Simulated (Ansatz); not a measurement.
**How methods differ on GeH2 (SMILES [H][Ge][H])**

GeH2: 3 atoms, total charge 0, spin state singlet. As SMILES, `[H][Ge][H]`. Geometry: a GFN2-xTB relaxation, a rough one for these elements and not checked as a minimum.

```jsonl
{"atom": "Ge", "x (Å)": "0.0046", "y (Å)": "-0.0091", "z (Å)": "-0.7810"}
{"atom": "H", "x (Å)": "1.0988", "y (Å)": "-0.0178", "z (Å)": "0.3984"}
{"atom": "H", "x (Å)": "-1.1034", "y (Å)": "0.0269", "z (Å)": "0.3826"}
```

Each level gives the electronic atomisation energy (eV). The values are calculated. Electronic energies at fixed atoms, without zero-point motion or spin-orbit coupling.

```tsv
level	kind	program	value (eV)	less FCI/STO-3G	CPU time (all runs)
BLYP/STO-3G	GGA	Ansatz	9.31	+1.44	7.6 s
revPBE/STO-3G	GGA	Ansatz	9.00	+1.13	7.4 s
HSE06/STO-3G	range-separated hybrid	Ansatz	9.00	+1.13	6.9 s
wB97M-V/STO-3G	range-separated hybrid	Ansatz	9.59	+1.72	30 s
B2PLYP/STO-3G	double hybrid	Ansatz	8.80	+0.93	2.3 s
MP2/STO-3G	perturbation theory	Ansatz	7.48	-0.39	0.21 s
CCSD(T)/STO-3G	coupled cluster or CI	Ansatz	7.86	-0.01	0.34 s
CCSDTQ/STO-3G	coupled cluster or CI	Ansatz	7.87	0.00	32 s
FCI/STO-3G	exact in the basis	Ansatz	7.87	0.00	0.48 s
```

FCI/STO-3G is exact within its basis and frozen core, so for wave-function methods in that basis the difference is their error; functionals converge differently with the basis, so for them it is only a difference. All-electron rows without a relativistic Hamiltonian named are non-relativistic. The values span 7.48 to 9.59 eV. Spin contamination of the reference (⟨S²⟩ at least 0.1 too high) touches BLYP/STO-3G, revPBE/STO-3G, HSE06/STO-3G, wB97M-V/STO-3G. All rows use very small basis sets, so even the best lies far from the true value. In the correlated wave-function rows the outer d shell of Ge is correlated, in sets not made for it. Times are those of the runs behind each value, whatever else they computed, on shared processors of several kinds: orders of magnitude only.
